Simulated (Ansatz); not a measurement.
H4OSn (SMILES [OH][SnH3]) moved off its minimum; all values from Ansatz (a first-principles code), cores frozen in correlated methods. Elements past Kr take the def2 small-core potentials, without spin–orbit coupling.
(charge 0, multiplicity 1)
```xyz
6

Sn    -0.1614    -0.0641    -0.1520
O      1.6039    -0.2276     0.5605
H     -0.4227     1.5024    -0.6540
H     -1.0828    -0.2191     1.4123
H     -0.6426    -1.1511    -1.2378
H      2.2782    -0.0074    -0.0451
```

Problem. Give the forces (eV/Å), the total energy and the dipole at CCSD(T)/def2-TZVPPD.

Solution. 
```tsv
atom	Fx	Fy	Fz
Sn1	-2.045	0.809	2.507
O2	0.588	-0.572	1.182
H3	-0.004	0.842	-0.468
H4	0.481	-0.045	-1.041
H5	-0.312	-1.351	-1.302
H6	1.292	0.317	-0.879
```
Energy -290.9597 hartree, dipole 2.15 D.
